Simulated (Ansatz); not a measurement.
`OBC=S`, 7 atoms. Charge 0, multiplicity 1. All runs use 2 threads of an Arm Neoverse V1 on a shared host. Correlated methods freeze the cores. Open-shell runs search over several starts.

Q: How many basis functions does each run have, and how long does it take in Ansatz? direct RPA on PBE orbitals/def2-TZVPP energy; UHF-MP2/def2-QZVPP energy of the cation; UHF-CCSD(T)/def2-TZVPP energy of the cation; UKS PBE-D4/def2-TZVPP energy of the cation; RKS ωB97M-V/def2-SVP energy; UKS B2PLYP (frozen core)/def2-TZVPP energy of the cation; RKS r2SCAN0-D4/def2-TZVPP energy; RKS PBE0-D4/def2-TZVP frequencies; RKS PBE0-D4/def2-SVP energy; RHF-CCSD(T)/def2-TZVPP energy; UKS r2SCAN-D4/def2-TZVPP energy of the cation; RHF-CCSD(T)/def2-SVP energy. (An estimate is asked.)

A: Ansatz gave: Other jobs shared the machine, so times are rough.

```tsv
level	job	functions	wall time	peak host memory (GiB)
RKS PBE0-D4/def2-SVP	energy	75	0.91 s	0.13
RHF-CCSD(T)/def2-SVP	energy	75	2.2 s	0.2
RKS ωB97M-V/def2-SVP	energy	75	3.9 s	0.19
UKS PBE-D4/def2-TZVPP	energy of the cation	177	4.4 s	0.21
RKS r2SCAN0-D4/def2-TZVPP	energy	177	4.6 s	0.36
direct RPA on PBE orbitals/def2-TZVPP	energy	177	7 s	0.34
UKS r2SCAN-D4/def2-TZVPP	energy of the cation	177	9.5 s	0.26
UKS B2PLYP (frozen core)/def2-TZVPP	energy of the cation	177	15 s	0.54
RHF-CCSD(T)/def2-TZVPP	energy	177	43 s	1.6
UHF-MP2/def2-QZVPP	energy of the cation	331	66 s	1.3
RKS PBE0-D4/def2-TZVP	frequencies	148	80 s	0.28
UHF-CCSD(T)/def2-TZVPP	energy of the cation	177	3.4 min	3.9
```
